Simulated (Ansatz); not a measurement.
Relaxation of C$_{3}$H$_{9}$F$_{2}$NSi (16 atoms, charge 0, multiplicity 1), to a largest force component of 0.02 eV/Å in at most 40 steps.

All numbers below come from RKS r2SCAN-D4/STO-3G in Ansatz 0.2.0.

```xyz
16
Properties=species:S:1:pos:R:3:forces:R:3
Si 0.000 0.000 0.000 -0.87 -1.38 3.06
N 0.000 0.000 1.820 0.45 -0.52 -3.40
C -1.216 -0.376 2.555 0.70 0.38 0.08
H -1.864 -1.000 1.905 0.03 0.20 0.31
H -0.938 -0.953 3.461 -0.29 0.04 -0.01
H -1.766 0.540 2.855 -0.44 -0.23 0.34
C 1.216 0.376 2.555 -0.79 -0.03 0.17
H 1.464 -0.416 3.292 0.27 0.22 0.15
H 2.058 0.494 1.842 -0.20 -0.03 0.17
H 1.046 1.335 3.087 0.48 0.04 0.29
F 1.499 0.000 -0.529 1.49 0.28 -0.29
F -0.749 1.297 -0.529 -0.56 1.35 -0.60
C -0.881 -1.526 -0.623 -0.25 -0.18 -0.11
H -1.380 -2.038 0.226 0.22 0.06 -0.72
H -1.641 -1.233 -1.377 0.33 -0.44 0.36
H -0.145 -2.215 -1.088 -0.57 0.24 0.21
```

Task: Where does it end, and by what steps?

Result: The forces met the threshold. The force dipped under the threshold on the way, but the program's further checks kept it going. Limits of this set-up: minimal basis. After 30 steps the energy has fallen by 0.425 eV; H16 moved furthest, 1.06 Å.

```tsv
step	energy less start (eV)	largest force component (eV/Å)	accepted
0	0.0000	3.405	yes
2	-0.3385	0.251	yes
4	-0.3767	0.232	yes
6	-0.3955	0.251	yes
8	-0.4049	0.160	yes
10	-0.4073	0.017	yes
12	-0.4051	0.266	no
14	-0.4088	0.135	yes
16	-0.4128	0.070	yes
18	-0.3996	0.450	no
20	-0.4160	0.159	yes
22	-0.4202	0.090	yes
24	-0.4211	0.039	yes
26	-0.4238	0.079	yes
28	-0.4249	0.042	yes
30	-0.4250	0.008	yes
```

```xyz
16
Properties=species:S:1:pos:R:3
Si 0.163 -0.211 0.086
N 0.182 -0.432 1.842
C -1.146 -0.463 2.523
H -1.816 -1.161 1.993
H -1.023 -0.824 3.560
H -1.650 0.528 2.576
C 1.109 0.486 2.572
H 1.275 0.113 3.599
H 2.081 0.504 2.048
H 0.738 1.532 2.653
F 1.709 -0.383 -0.403
F -0.258 1.304 -0.363
C -0.985 -1.476 -0.686
H -0.904 -2.439 -0.172
H -2.031 -1.154 -0.633
H -0.742 -1.638 -1.742
```

Whether the end is a true minimum wasn't checked by a vibrational analysis.

Time of the run: 3.6 min on 1 thread of Arm Neoverse V2, on a shared host, peak memory 0.18 GiB.
